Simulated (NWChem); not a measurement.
System: SiCl2, singlet; SMILES Cl[Si]Cl

Input file for NWChem:

```
start job
memory heap 200 mb stack 900 mb global 1100 mb
geometry units angstroms noautoz
  Si     0.000000     0.000000     0.932302
  Cl    -1.606640     0.000000    -0.384636
  Cl     1.606640     0.000000    -0.384636
end
basis spherical
  * library def2-tzvp
end
dft
  xc xpbe96 cpbe96
  iterations 150
  mulliken
end
task dft energy
```

Parts of the log:

```
             Northwest Computational Chemistry Package (NWChem) 7.3.0
             --------------------------------------------------------

 C2V symmetry detected

                             Geometry "geometry" -> ""
                             -------------------------

 Output coordinates in angstroms (scale by  1.889725989 to convert to a.u.)

  No.       Tag          Charge          X              Y              Z
 ---- ---------------- ---------- -------------- -------------- --------------
    1 Si                  14.0000     0.00000000     0.00000000     0.93283108
    2 Cl                  17.0000    -1.60664000     0.00000000    -0.38410692
    3 Cl                  17.0000     1.60664000     0.00000000    -0.38410692

 Effective nuclear repulsion energy (a.u.)     168.8451691659

      Symmetry information
      --------------------

 Group name             C2v
 Group number             16
 Group order               4
 No. of unique centers     2

  pbe96 is a nonlocal functional; adding pw91lda local functional.

                                 NWChem DFT Module
                                 -----------------

 Summary of "ao basis" -> "ao basis" (spherical)
 ------------------------------------------------------------------------------
       Tag                 Description            Shells   Functions and Types
 ---------------- ------------------------------  ------  ---------------------
 Si                        def2-tzvp                13       37   5s5p2d1f
 Cl                        def2-tzvp                13       37   5s5p2d1f

      Symmetry analysis of basis
      --------------------------

        a1         41
        a2         15
        b1         34
        b2         21

            General Information
            -------------------
          SCF calculation type: DFT
          Wavefunction type:  closed shell.
          No. of atoms     :     3
          No. of electrons :    48
           Alpha electrons :    24
            Beta electrons :    24
          Charge           :     0
          Spin multiplicity:     1
          Use of symmetry is: on ; symmetry adaption is: on
          Maximum number of iterations: 150
          AO basis - number of functions:   111
                     number of shells:    39
          Convergence on energy requested:  1.00D-06
          Convergence on density requested:  1.00D-05
          Convergence on gradient requested:  5.00D-04

              XC Information
              --------------
          PerdewBurkeErnzerhof Exchange Functional  1.000
            Perdew 1991 LDA Correlation Functional  1.000 local
           PerdewBurkeErnz. Correlation Functional  1.000 non-local

             Grid Information
             ----------------
          Grid used for XC integration:  medium
          Radial quadrature: Mura-Knowles
          Angular quadrature: Lebedev.
          Tag              B.-S. Rad. Rad. Pts. Rad. Cut. Ang. Pts.
          ---              ---------- --------- --------- ---------
          Si                  1.10       88           8.0       590
          Cl                  1.00       88          10.0       590
          Grid pruning is: on
          Number of quadrature shells:   176
          Spatial weights used:  Erf1

      Superposition of Atomic Density Guess
      -------------------------------------

 Sum of atomic energies:       -1207.79078770

      Non-variational initial energy
      ------------------------------

 Total energy =   -1208.188004
 1-e energy   =   -2007.334121
 2-e energy   =     630.300948
 HOMO         =      -0.269261
 LUMO         =      -0.045652

      Symmetry analysis of molecular orbitals - initial
      -------------------------------------------------

  Numbering of irreducible representations:

     1 a1          2 a2          3 b1          4 b2

  Orbital symmetries:

     1 a1          2 b1          3 a1          4 a1          5 b1
     6 a1          7 b1          8 a1          9 b2         10 b1
    11 a2         12 a1         13 b1         14 a1         15 b2
    16 a1         17 b1         18 a1         19 b1         20 a1
    21 b2         22 a2         23 b1         24 a1         25 b2
    26 b1         27 a1         28 a1         29 b2         30 b1
    31 a1         32 a2         33 a1         34 b1

     ---------------------------------------------
      Total Density - Mulliken Population Analysis
     ---------------------------------------------

    Atom       Charge   Shell Charges
 -----------   ------   -------------------------------------------------------
    1 Si  14    13.14   2.00  0.59  1.38  1.10  0.81  4.08  1.75  0.34  0.62  0.24  0.07  0.11  0.04
    2 Cl  17    17.43   2.01  0.45  1.52  1.11  0.83  4.19  1.69  1.11  2.98  1.51  0.00  0.02  0.00
    3 Cl  17    17.43   2.01  0.45  1.52  1.11  0.83  4.19  1.69  1.11  2.98  1.51  0.00  0.02  0.00

   convergence    iter        energy       DeltaE   RMS-Dens  Diis-err
 ---------------- ----- ----------------- --------- --------- ---------
 d= 0,ls=0.0,diis     1  -1209.4067578100 -1.38D+03  1.13D-02  1.72D+00
 d= 0,ls=0.0,diis     2  -1209.2442379160  1.63D-01  1.15D-02  1.51D+00
 d= 0,ls=0.0,diis     3  -1209.3816178844 -1.37D-01  4.57D-03  6.33D-01
 d= 0,ls=0.0,diis     4  -1209.4766182812 -9.50D-02  8.88D-04  2.90D-03
 d= 0,ls=0.0,diis     5  -1209.4769597180 -3.41D-04  1.80D-04  6.42D-04
  Resetting Diis
 d= 0,ls=0.0,diis     6  -1209.4770385498 -7.88D-05  5.32D-05  6.34D-05
 d= 0,ls=0.0,diis     7  -1209.4770480032 -9.45D-06  1.94D-05  2.56D-06
 d= 0,ls=0.0,diis     8  -1209.4770475033  5.00D-07  1.32D-05  5.70D-06
 d= 0,ls=0.0,diis     9  -1209.4770483116 -8.08D-07  3.28D-06  2.30D-07

         Total DFT energy =    -1209.477048311623
      One electron energy =    -2008.694745851762
           Coulomb energy =      707.260345907612
    Exchange-Corr. energy =      -76.887817533337
 Nuclear repulsion energy =      168.845169165864

[...]
```

Level: PBE/def2-TZVP. Low-valent species are run as closed-shell singlets; no triplet was tried in these runs. All runs use the structure optimised with PBE0-D3(BJ)/def2-TZVP.
